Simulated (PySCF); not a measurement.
Isomers of C4H4BFO, mass 98.034 u with the commonest isotopes. Theory: PySCF 2.14.0, PBE0-D3(BJ)/def2-SVP geometry optimisation, gas phase. One conformer each, none proved a minimum here; rigid rotors.

**Question.** Order these by rotational constant C, smallest first.
A. `[F:1][BH:2][c:3]1[cH:4][cH:5][cH:6][o:7]1` with F1–B2–C3–C4 -179°
B. `[F:1][BH:2][c:3]1[cH:4][cH:5][o:6][cH:7]1` with F1–B2–C3–C4 180°
C. `Bc1ccc(F)o1`

**Answer.** B (1464 MHz), A (1520 MHz), C (1682 MHz).

**Question.** Order these by radius of gyration √(Σ m r²/M), smallest first.
A. `[F:1][BH:2][c:3]1[cH:4][cH:5][cH:6][o:7]1` with F1–B2–C3–C4 -179°
B. `[F:1][BH:2][c:3]1[cH:4][cH:5][o:6][cH:7]1` with F1–B2–C3–C4 180°
C. `Bc1ccc(F)o1`

**Answer.** C (1.751 Å), A (1.841 Å), B (1.877 Å).

**Question.** Order these by rotational constant B, largest first.
A. `[F:1][BH:2][c:3]1[cH:4][cH:5][cH:6][o:7]1` with F1–B2–C3–C4 -179°
B. `Bc1ccc(F)o1`
C. `[F:1][BH:2][c:3]1[cH:4][cH:5][o:6][cH:7]1` with F1–B2–C3–C4 180°

**Answer.** B (2246 MHz), A (1881 MHz), C (1794 MHz).

```
     SMILES  point group  Ia (u·Å²)  Ib (u·Å²)  Ic (u·Å²)      κ  μa (D)  μb (D)  μc (D)
Bc1ccc(F)o1           Cs      75.44     225.02     300.46  -0.78    0.96    2.01    0.00
  FBc1ccoc1           Cs      63.62     281.67     345.29  -0.90    1.51    0.37    0.00
  FBc1ccco1           Cs      63.66     268.72     332.38  -0.89    2.51    0.58    0.00
```
